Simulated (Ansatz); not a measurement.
AlBr3, charge +1, doublet, geometry from GFN2-xTB (such geometries of metal compounds can be far from the true shape) (a state made from the parent by changing its charge; the spin is typed, not shown lowest); REVPBE/def2-SVP (Ansatz, an electronic-structure program).

Input for Ansatz:
Ansatz 0.2 input:
```yaml
crystal:
  periodic: [false, false, false]
  atoms:
    - {symbol: Al, position_ang: [0.00000000, -0.00000000, 0.00000000]}
    - {symbol: Br, position_ang: [-1.81562918, -1.35122235, -0.10545158]}
    - {symbol: Br, position_ang: [-0.01559147, 2.00311850, -1.05863327]}
    - {symbol: Br, position_ang: [1.83122065, -0.65189615, 1.16408485]}
basis:
  gaussian:
    orbitals: def2-SVP
hamiltonian:
  xc: revpbe
total_charge: 1
magnetization: {spin_polarized: true, initial_magnetization: 1}
accuracy: high
```

It wrote (shortened):

```
Functional definition: revPBE
1944 factors; integrals over basis functions are off by at most 4.7e-9 eV
mean field evaluation 1: about -216683.4268 eV, gradient 1.3e1 eV
mean field evaluation 2: about -216683.7040 eV, gradient 1.2e1 eV
mean field evaluation 4: about -216684.1203 eV, gradient 5.3e0 eV
mean field evaluation 8: about -216684.3999 eV, gradient 1.1e-1 eV
mean field evaluation 16: about -216684.4000 eV, gradient 6.0e-5 eV
mean field evaluation 32: about -216683.7531 eV, gradient 4.4e-1 eV
mean field evaluation 64: about -216683.9673 eV, gradient 1.8e-1 eV
mean field evaluation 96: about -216683.9384 eV, gradient 6.3e-1 eV
mean field -216684.40003693 eV, -7963.0048273958 hartree, gradient 6.8e-9 eV, S^2 0.751455; 16 other end points of the search recorded, 0 dependent functions left out
reference -216684.40004058 eV, -7963.0048275298 hartree; 59, 58 occupied and 55, 56 virtual orbitals, 1944 factors
Total energy: -216684.40004058 eV, -7963.0048275298 hartree
```
